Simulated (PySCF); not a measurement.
C$_{3}$H$_{7}$O$_{3}$ (SMILES COC(=O)[OH+]C), charge +1, singlet, at a GFN2-xTB geometry; SVWN5/6-31G in PySCF.

The PySCF input:
```python
from pyscf import gto, scf, dft

mol = gto.M(
    atom='''
C     2.436945    0.246000   -0.304260
O     1.067879   -0.083175   -0.648920
C     0.160729    0.050397    0.225021
O     0.022700    0.431928    1.313095
O    -1.124619   -0.529626   -0.477989
C    -2.399879   -0.122121    0.079044
H     2.487047    0.744392    0.662646
H     3.004990   -0.683780   -0.286058
H     2.811615    0.894159   -1.095063
H    -1.094256   -0.436771   -1.452867
H    -2.291991   -0.104075    1.163762
H    -2.697573    0.862865   -0.278680
H    -3.134280   -0.875455   -0.202052
''',
    basis='6-31g',
    charge=1,
    spin=0,
    verbose=4,
)

mf = dft.RKS(mol)
mf.xc = 'lda,vwn'
mf.kernel()
mf.analyze()
```

Question: Predict the main parts of the log of this PySCF run.

Answer: 
```
PySCF version 2.14.0

[INPUT] verbose = 4
[INPUT] num. atoms = 13
[INPUT] num. electrons = 48
[INPUT] charge = 1
[INPUT] spin (= nelec alpha-beta = 2S) = 0
[INPUT] symmetry False subgroup None
[INPUT] Mole.unit = angstrom
[INPUT] Symbol           X                Y                Z      unit          X                Y                Z       unit  Magmom
[INPUT]  1 C      2.436945000000   0.246000000000  -0.304260000000 AA    4.605158630628   0.464872626643  -0.574968070660 Bohr   0.0
[INPUT]  2 O      1.067879000000  -0.083175000000  -0.648920000000 AA    2.017998844174  -0.157177970411  -1.226281076753 Bohr   0.0
[INPUT]  3 C      0.160729000000   0.050397000000   0.225021000000 AA    0.303733790275   0.095236527500   0.425228062276 Bohr   0.0
[INPUT]  4 O      0.022700000000   0.431928000000   1.313095000000 AA    0.042896783028   0.816225625531   2.481389925536 Bohr   0.0
[INPUT]  5 O     -1.124619000000  -0.529626000000  -0.477989000000 AA   -2.125221904482  -1.000848088449  -0.903268300555 Bohr   0.0
[INPUT]  6 C     -2.399879000000  -0.122121000000   0.079044000000 AA   -4.535114042095  -0.230775244058   0.149371511790 Bohr   0.0
[INPUT]  7 H      2.487047000000   0.744392000000   0.662646000000 AA    4.699837688921   1.406697009317   1.252219457539 Bohr   0.0
[INPUT]  8 H      3.004990000000  -0.683780000000  -0.286058000000 AA    5.678608107057  -1.292156929455  -0.540571275741 Bohr   0.0
[INPUT]  9 H      2.811615000000   0.894159000000  -1.095063000000 AA    5.313182317719   1.689715621815  -2.069369159145 Bohr   0.0
[INPUT] 10 H     -1.094256000000  -0.436771000000  -1.452867000000 AA   -2.067844150162  -0.825377569152  -2.745520725418 Bohr   0.0
[INPUT] 11 H     -2.291991000000  -0.104075000000   1.163762000000 AA   -4.331235269968  -0.196673246414   2.199191454176 Bohr   0.0
[INPUT] 12 H     -2.697573000000   0.862865000000  -0.278680000000 AA   -5.097674171021   1.630578532473  -0.526628876394 Bohr   0.0
[INPUT] 13 H     -3.134280000000  -0.875455000000  -0.202052000000 AA   -5.922930797702  -1.654370184381  -0.381822942921 Bohr   0.0

nuclear repulsion = 258.373482191121
number of shells = 44
number of NR pGTOs = 160
number of NR cGTOs = 68
basis = 6-31g
ecp = {}

******** <class 'pyscf.dft.rks.RKS'> ********
method = RKS
initial guess = minao
damping factor = 0
level_shift factor = 0
DIIS = <class 'pyscf.scf.diis.CDIIS'>
diis_start_cycle = 1
diis_space = 8
diis_damp = 0
SCF conv_tol = 1e-09
SCF conv_tol_grad = None
SCF max_cycles = 50
direct_scf = True
direct_scf_tol = 1e-13
XC library pyscf.dft.libxc version 7.1.2
    S. Lehtola, C. Steigemann, M. J. T. Oliveira, and M. A. L. Marques,  SoftwareX 7, 1–5 (2018)
XC functionals = lda,vwn
    P. A. M. Dirac,  Math. Proc. Cambridge Philos. Soc. 26, 376 (1930)
    F. Bloch,  Z. Phys. 57, 545 (1929)
    S. H. Vosko, L. Wilk, and M. Nusair,  Can. J. Phys. 58, 1200 (1980)
radial grids:
    Treutler-Ahlrichs [JCP 102, 346 (1995); DOI:10.1063/1.469408] (M4) radial grids

becke partition: Becke, JCP 88, 2547 (1988); DOI:10.1063/1.454033
pruning grids: <function nwchem_prune>
grids dens level: 3
symmetrized grids: False
atomic radii adjust function: <function treutler_atomic_radii_adjust>
small_rho_cutoff = 0
Set gradient conv threshold to 3.16228e-05
Initial guess from minao.
tot grids = 153256
init E= -342.179607124209
  HOMO = -0.360932686787224  LUMO = -0.0569976895538766  gap/eV = 8.27049
cycle= 1 E= -340.862247058748  delta_E= 1.32  |g|= 0.984  |ddm|= 3.43
  HOMO = -0.4112105741082  LUMO = -0.24584613697906  gap/eV = 4.49980
cycle= 2 E= -339.297023274281  delta_E= 1.57  |g|= 2.88  |ddm|= 3.18
  HOMO = -0.456222060957284  LUMO = -0.242169429920405  gap/eV = 5.82467
cycle= 3 E= -340.953066779379  delta_E= -1.66  |g|= 0.768  |ddm|= 2.76
  HOMO = -0.492688858199786  LUMO = -0.238210608141386  gap/eV = 6.92471
cycle= 4 E= -341.065744985653  delta_E= -0.113  |g|= 0.172  |ddm|= 0.692
  HOMO = -0.488114583978638  LUMO = -0.244905596565626  gap/eV = 6.61805
cycle= 5 E= -341.069578507532  delta_E= -0.00383  |g|= 0.0986  |ddm|= 0.168
  HOMO = -0.490096159535895  LUMO = -0.243748100400523  gap/eV = 6.70347
cycle= 6 E= -341.071351301418  delta_E= -0.00177  |g|= 0.0217  |ddm|= 0.0799
  HOMO = -0.488301350916238  LUMO = -0.24204252346555  gap/eV = 6.70104
cycle= 7 E= -341.071448929488  delta_E= -9.76e-05  |g|= 0.00652  |ddm|= 0.0197
  HOMO = -0.48852372600262  LUMO = -0.242267194172303  gap/eV = 6.70098
cycle= 8 E= -341.071458466069  delta_E= -9.54e-06  |g|= 0.00166  |ddm|= 0.00551
  HOMO = -0.488632750694482  LUMO = -0.242506566478522  gap/eV = 6.69743
cycle= 9 E= -341.071459014067  delta_E= -5.48e-07  |g|= 0.000454  |ddm|= 0.00174
  HOMO = -0.48860560999144  LUMO = -0.242414932345453  gap/eV = 6.69919
cycle= 10 E= -341.071459069472  delta_E= -5.54e-08  |g|= 6.49e-05  |ddm|= 0.000611
  HOMO = -0.488604826262492  LUMO = -0.242423097986419  gap/eV = 6.69895
cycle= 11 E= -341.071459070639  delta_E= -1.17e-09  |g|= 2.72e-05  |ddm|= 0.000103
  HOMO = -0.488606553264564  LUMO = -0.242423974911539  gap/eV = 6.69897
cycle= 12 E= -341.07145907081  delta_E= -1.71e-10  |g|= 9.49e-06  |ddm|= 2.8e-05
  HOMO = -0.48860507394038  LUMO = -0.242424042330297  gap/eV = 6.69893
Extra cycle  E= -341.071459070724  delta_E= 8.58e-11  |g|= 2.24e-05  |ddm|= 2.61e-05
converged SCF energy = -341.071459070724
**** SCF Summaries ****
Total Energy =                        -341.071459070724188
Nuclear Repulsion Energy =             258.373482191121468
One-electron Energy =                 -969.416207238718016
Two-electron Energy =                  369.971265976872360
Two-electron Coulomb Energy =          411.549251977522488
DFT Exchange-Correlation Energy =      -41.577986000650128
HOMO-LUMO gap [eV] =                     6.698927081943790
**** MO energy ****
MO #1   energy= -18.9533229671596  occ= 2
MO #2   energy= -18.9129912326569  occ= 2
MO #3   energy= -18.8662236760568  occ= 2
MO #4   energy= -10.1939527793344  occ= 2
MO #5   energy= -10.0337000466071  occ= 2
MO #6   energy= -10.018312539887   occ= 2
MO #7   energy= -1.3143541722705   occ= 2
MO #8   energy= -1.24407232185687  occ= 2
MO #9   energy= -1.2317165855813   occ= 2
MO #10  energy= -0.919549650284354 occ= 2
MO #11  energy= -0.865570431794557 occ= 2
MO #12  energy= -0.804059838595039 occ= 2
MO #13  energy= -0.721038652921846 occ= 2
MO #14  energy= -0.707501685309891 occ= 2
MO #15  energy= -0.68987612474602  occ= 2
MO #16  energy= -0.641242068646921 occ= 2
MO #17  energy= -0.628211401751004 occ= 2
MO #18  energy= -0.606537053438135 occ= 2
MO #19  energy= -0.578856490272613 occ= 2
MO #20  energy= -0.560128477669579 occ= 2
MO #21  energy= -0.534959445153598 occ= 2
MO #22  energy= -0.518027175356127 occ= 2
MO #23  energy= -0.503943565002426 occ= 2
MO #24  energy= -0.48860507394038  occ= 2
MO #25  energy= -0.242424042330297 occ= 0
MO #26  energy= -0.231342309945887 occ= 0
MO #27  energy= -0.168369518727641 occ= 0
MO #28  energy= -0.116959733740005 occ= 0
MO #29  energy= -0.105689274277692 occ= 0
MO #30  energy= -0.085854708084889 occ= 0
MO #31  energy= -0.0678756605684581 occ= 0
MO #32  energy= -0.0460865376299173 occ= 0
 ** Mulliken pop on meta-lowdin orthogonal AOs  **
 ** Mulliken pop  **
 ** Mulliken atomic charges  **
charge of    0C =     -0.18849
charge of    1O =     -0.19883
charge of    2C =      0.52338
charge of    3O =     -0.23380
charge of    4O =     -0.20938
charge of    5C =     -0.20163
charge of    6H =      0.17192
charge of    7H =      0.18663
charge of    8H =      0.18754
charge of    9H =      0.40464
charge of   10H =      0.19523
charge of   11H =      0.17170
charge of   12H =      0.19110

WARN: System has nonzero charge 1; the dipole moment is origin-dependent.
Location of origin: [0. 0. 0.]

Dipole moment(X, Y, Z, Debye): -1.33311,  0.07365, -2.79453
```
